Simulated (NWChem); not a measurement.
Species: AlH$_{3}$Se; SMILES [SeH][AlH2]

Program: NWChem. The geometry was optimised at B3LYP/6-31G* (spherical d).

Q: What does the run give for B3PW91/def2-TZVP? Quantities: highest occupied level (eV); orbital gap (eV); dipole (D).

A: 
- highest occupied level (eV): -7.22
- orbital gap (eV): 5.58
- dipole (D): 0.80
